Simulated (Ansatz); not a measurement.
Steps of a relaxation of C2H5GaOSe (`C=C(O)[Se][GaH2]`) with RKS PBE0-D4/def2-TZVP.

```sh
$ ansatz run in.yaml --threads 2 --pin off --events-out ev --progress --plain --max-ram 32768MiB --backend cuda --devices 0, --max-vram 18GiB
```

```yaml
crystal:
  periodic: [false, false, false]
  atoms:
    - {symbol: C, position_ang: [-0.950910, -1.306380, 1.165050]}
    - {symbol: C, position_ang: [-0.526290, -0.401550, 0.299700]}
    - {symbol: O, position_ang: [0.817920, -0.015240, 0.211930]}
    - {symbol: Se, position_ang: [-1.573390, 0.553480, -0.977240]}
    - {symbol: Ga, position_ang: [0.599330, 1.436980, -1.390880]}
    - {symbol: H, position_ang: [-0.281810, -1.798590, 1.854810]}
    - {symbol: H, position_ang: [-1.989370, -1.574900, 1.200720]}
    - {symbol: H, position_ang: [1.354810, -0.500610, 0.858850]}
    - {symbol: H, position_ang: [1.054190, 2.759770, -0.703920]}
    - {symbol: H, position_ang: [1.495510, 0.847040, -2.519030]}
basis:
  gaussian: {orbitals: def2-TZVP}
hamiltonian: {xc: pbe0, dispersion: d4}
relax: {f_tol: 0.005, max_steps: 150}
```

Positions (Å) and forces (eV/Å) along the path, 13 of 21 steps:

```xyz
10
step=1 energy=-121912.4195 eV
C    -0.951   -1.306    1.165    0.098    0.019    0.006
C    -0.526   -0.402    0.300    0.033    0.052   -0.051
O     0.818   -0.015    0.212   -0.605   -0.339    0.207
Se   -1.573    0.553   -0.977    0.172   -0.149    0.195
Ga    0.599    1.437   -1.391    0.590    0.277   -0.108
H    -0.282   -1.799    1.855    0.160   -0.070    0.112
H    -1.989   -1.575    1.201   -0.234   -0.052   -0.001
H     1.355   -0.501    0.859   -0.023    0.251   -0.273
H     1.054    2.760   -0.704   -0.138    0.180    0.119
H     1.496    0.847   -2.519   -0.054   -0.170   -0.207
10
step=3 energy=-121912.4822 eV
C    -0.961   -1.324    1.181    0.001   -0.024    0.027
C    -0.548   -0.417    0.309   -0.007    0.108   -0.116
O     0.784   -0.022    0.208   -0.101   -0.108    0.088
Se   -1.539    0.560   -0.977    0.048    0.000    0.013
Ga    0.676    1.464   -1.397    0.010   -0.019    0.023
H    -0.277   -1.810    1.867    0.018    0.009   -0.006
H    -2.004   -1.599    1.224   -0.004   -0.003    0.001
H     1.345   -0.487    0.841    0.069    0.061   -0.046
H     1.034    2.814   -0.687   -0.012   -0.034   -0.013
H     1.491    0.820   -2.570   -0.022    0.010    0.030
10
step=5 energy=-121912.4843 eV
C    -0.962   -1.322    1.178   -0.006    0.006   -0.003
C    -0.554   -0.414    0.304   -0.017   -0.019    0.018
O     0.776   -0.021    0.204    0.014    0.015   -0.017
Se   -1.542    0.564   -0.981    0.000    0.008   -0.009
Ga    0.678    1.458   -1.389   -0.008   -0.019    0.018
H    -0.269   -1.803    1.860   -0.001    0.002   -0.004
H    -2.004   -1.602    1.229    0.007   -0.001    0.000
H     1.353   -0.473    0.831    0.004    0.002    0.002
H     1.033    2.804   -0.678    0.002    0.009    0.003
H     1.490    0.811   -2.558    0.004   -0.002   -0.008
10
step=7 energy=-121912.4844 eV
C    -0.962   -1.323    1.178    0.002    0.006    0.005
C    -0.556   -0.415    0.303   -0.005    0.003    0.000
O     0.775   -0.021    0.201    0.005   -0.004   -0.001
Se   -1.543    0.564   -0.982    0.000   -0.002    0.001
Ga    0.679    1.455   -1.386    0.002    0.003   -0.003
H    -0.267   -1.802    1.859    0.000   -0.002   -0.001
H    -2.003   -1.602    1.231    0.000   -0.003   -0.003
H     1.353   -0.469    0.830   -0.002    0.001    0.001
H     1.034    2.803   -0.676    0.000   -0.002    0.000
H     1.491    0.810   -2.557   -0.001    0.001    0.001
10
step=8 energy=-121912.4844 eV
C    -0.962   -1.322    1.178    0.001    0.001    0.000
C    -0.556   -0.415    0.303   -0.001    0.001    0.000
O     0.775   -0.021    0.201    0.001   -0.002   -0.002
Se   -1.543    0.564   -0.982    0.000   -0.001    0.001
Ga    0.679    1.455   -1.387    0.000    0.000    0.000
H    -0.267   -1.802    1.859    0.000    0.000    0.000
H    -2.003   -1.603    1.231    0.000    0.000    0.000
H     1.353   -0.469    0.830   -0.001    0.001    0.001
H     1.034    2.803   -0.676    0.000   -0.001    0.000
H     1.491    0.810   -2.558    0.000    0.000    0.000
10
step=9 energy=-121912.4844 eV
C    -0.962   -1.322    1.179    0.000   -0.001   -0.001
C    -0.556   -0.415    0.303    0.002    0.002    0.000
O     0.775   -0.022    0.200   -0.001   -0.002   -0.002
Se   -1.543    0.564   -0.983    0.000   -0.001    0.000
Ga    0.679    1.455   -1.387    0.000    0.000    0.000
H    -0.267   -1.802    1.859    0.000    0.000    0.000
H    -2.003   -1.602    1.231    0.000    0.001    0.001
H     1.353   -0.469    0.831   -0.001    0.001    0.001
H     1.034    2.802   -0.675    0.000    0.000    0.000
H     1.491    0.811   -2.558    0.000    0.000    0.000
10
step=12 energy=-121912.4852 eV
C    -0.964   -1.307    1.190   -0.025   -0.032   -0.034
C    -0.555   -0.428    0.287    0.072    0.004    0.024
O     0.785   -0.065    0.159    0.012   -0.090    0.095
Se   -1.539    0.539   -1.007   -0.001    0.008   -0.022
Ga    0.679    1.453   -1.388   -0.005   -0.005    0.016
H    -0.265   -1.795    1.862    0.003    0.009    0.004
H    -2.008   -1.573    1.260    0.006    0.023    0.016
H     1.344   -0.451    0.847   -0.060    0.075   -0.094
H     1.026    2.779   -0.634    0.001    0.005    0.001
H     1.496    0.848   -2.577   -0.004    0.003   -0.006
10
step=14 energy=-121912.4905 eV
C    -0.969   -1.291    1.205    0.016    0.037   -0.025
C    -0.546   -0.458    0.265   -0.087   -0.022   -0.004
O     0.801   -0.140    0.098    0.122   -0.080    0.107
Se   -1.524    0.483   -1.055   -0.009    0.002    0.010
Ga    0.678    1.448   -1.381   -0.003    0.000   -0.026
H    -0.271   -1.785    1.874   -0.009    0.003    0.011
H    -2.023   -1.502    1.318    0.052    0.011   -0.016
H     1.344   -0.425    0.847   -0.076    0.063   -0.092
H     1.004    2.748   -0.571   -0.001   -0.015    0.027
H     1.506    0.921   -2.599   -0.005    0.000    0.008
10
step=15 energy=-121912.4929 eV
C    -0.967   -1.272    1.213    0.018    0.059   -0.082
C    -0.541   -0.477    0.241   -0.120   -0.016    0.063
O     0.812   -0.187    0.052    0.240   -0.156    0.371
Se   -1.522    0.449   -1.088    0.001   -0.017   -0.007
Ga    0.669    1.443   -1.387    0.053   -0.011    0.058
H    -0.270   -1.760    1.887   -0.010   -0.003    0.001
H    -2.025   -1.459    1.347    0.092    0.029   -0.020
H     1.338   -0.390    0.845   -0.223    0.112   -0.350
H     0.995    2.693   -0.494   -0.018   -0.032   -0.044
H     1.511    0.961   -2.616   -0.033    0.036    0.011
10
step=16 energy=-121912.4989 eV
C    -0.967   -1.252    1.222    0.014   -0.006    0.035
C    -0.538   -0.489    0.228   -0.037   -0.020   -0.043
O     0.822   -0.232    0.022   -0.004   -0.014    0.026
Se   -1.513    0.408   -1.123    0.021    0.014   -0.004
Ga    0.674    1.427   -1.374   -0.024   -0.006    0.007
H    -0.273   -1.737    1.900   -0.004   -0.002   -0.006
H    -2.024   -1.415    1.370    0.020    0.017   -0.006
H     1.333   -0.375    0.829    0.005    0.014   -0.006
H     0.979    2.648   -0.443    0.001    0.007    0.013
H     1.507    1.018   -2.630    0.009   -0.004   -0.016
10
step=17 energy=-121912.4997 eV
C    -0.966   -1.244    1.226   -0.015   -0.009   -0.002
C    -0.539   -0.498    0.218    0.008    0.006    0.010
O     0.824   -0.249    0.009    0.018   -0.011    0.005
Se   -1.509    0.393   -1.139   -0.007   -0.002    0.000
Ga    0.673    1.421   -1.371   -0.003   -0.002   -0.004
H    -0.271   -1.731    1.902    0.003    0.007    0.000
H    -2.023   -1.394    1.383    0.007    0.004   -0.002
H     1.330   -0.360    0.824   -0.015    0.001   -0.010
H     0.974    2.625   -0.416    0.000    0.005    0.007
H     1.507    1.037   -2.635    0.004    0.001   -0.004
10
step=20 energy=-121912.4998 eV
C    -0.966   -1.235    1.230   -0.007   -0.004    0.005
C    -0.537   -0.504    0.212    0.007    0.016   -0.007
O     0.828   -0.266   -0.002    0.001    0.003   -0.013
Se   -1.505    0.376   -1.153    0.005   -0.002    0.004
Ga    0.671    1.420   -1.371   -0.005   -0.008    0.008
H    -0.273   -1.718    1.910    0.002    0.000    0.003
H    -2.024   -1.375    1.393   -0.001   -0.003   -0.001
H     1.331   -0.368    0.816   -0.003   -0.002    0.003
H     0.964    2.610   -0.395   -0.001    0.000   -0.001
H     1.510    1.059   -2.638    0.001    0.000   -0.001
10
step=21 energy=-121912.4998 eV
C    -0.965   -1.234    1.230   -0.002   -0.003    0.000
C    -0.537   -0.503    0.212    0.001    0.000   -0.003
O     0.828   -0.266   -0.003    0.000    0.003   -0.002
Se   -1.506    0.377   -1.152    0.002    0.000    0.002
Ga    0.671    1.419   -1.370    0.000   -0.001    0.001
H    -0.272   -1.717    1.910    0.001    0.000    0.001
H    -2.023   -1.376    1.392    0.000    0.001    0.001
H     1.331   -0.367    0.815   -0.001   -0.001    0.001
H     0.963    2.610   -0.395   -0.001    0.000    0.000
H     1.511    1.058   -2.637    0.000    0.000   -0.001
```

Hardware: 2 threads of an AMD EPYC 7R13 on a shared host and a share of an NVIDIA H100 80 GB. Wall time 62 s, peak host memory 0.92 GiB.
